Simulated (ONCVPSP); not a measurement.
# What one change does to a pseudopotential (Ar, ONCV)

argon (Ar), optimised norm-conserving Vanderbilt (ONCV), made with ONCVPSP 4.0.1 (PBE, scalar-relativistic). Core [Ne], reference 3s2 3p6. Waves: 3s: rc 1.20 bohr, ncon 4, nbas 8, qcut 7 1/bohr, 2 projectors, debl 0.6 Ha; 3p: rc 1.25 bohr, ncon 5, nbas 8, qcut 5.5 1/bohr, 2 projectors, debl 3.6 Ha; d scattering state at 0.28 Ha: rc 1.00 bohr, ncon 3, nbas 7, qcut 10.3 1/bohr, 2 projectors, debl 0.9 Ha. Local part: polynomial inside 0.65 bohr (lpopt 4, dvloc0 3 Ha). Core correction: Teter function fitted to the true core (icmod 2), fcfact 0.6.

In the s channel the program set the typed energies aside and used -0.893, 0.250 Ha.

Change: s: qcut 4.3; p: qcut 3.4; d: qcut 6.3.

Cutoffs: the cutoffs (Ha) at which the residual kinetic energy of the hardest occupied pseudo-wave falls to 1 and 0.1 mHa per electron; they do not see the model core or the augmentation charge, which bear on the density cutoff. Errors are all-electron minus pseudo energies relative to the spin-unpolarised reference configuration.

Q: How do hardness, ghosts and transferability respond?

A: The potential gets harder (20 Ha and 42 Ha → 101 Ha and 122 Ha); of the 4 tests that both files solve, the error grows in 4 and shrinks in 0 by more than 15 % and 0.3 meV (median size 6.3 → 8.5 meV); neither file shows a bound ghost.

| quantity | base | changed |
| --- | --- | --- |
| cutoff, loose | 20 Ha | 101 Ha |
| cutoff, tight | 42 Ha | 122 Ha |
| loose cutoff by channel | s 20 Ha, p 15 Ha | s 101 Ha, p 15 Ha |
| bound ghosts | none | none |
| GHOST(+) flags under 300 eV | s at 148.8 eV | s at 203.5 eV |
| error for 3s2 3p5, meV [ΔE 16.06 eV] | +0.1 | +0.4 |
| error for 3s2 3p4, meV [ΔE 44.72 eV] | +10 | +12 |
| error for 3s2 3p3, meV [ΔE 87.30 eV] | +48 | +57 |
| error for 3s1 3p6, meV [ΔE 30.67 eV] | +2.5 | -4.5 |
| s: phases at 1.22 bohr within 0.05 rad from the reference energy up to (Ha; the scan ends near 5) | 4.9 | to the end of the scan |
| p: phases at 1.27 bohr within 0.05 rad from the reference energy up to (Ha; the scan ends near 5) | to the end of the scan | to the end of the scan |
| d: phases at 1.01 bohr within 0.05 rad from the reference energy up to (Ha; the scan ends near 5) | to the end of the scan | to the end of the scan |
| rms error of d²Exc/dni dnj with the model core, mHa | 0.97 | 0.48 |
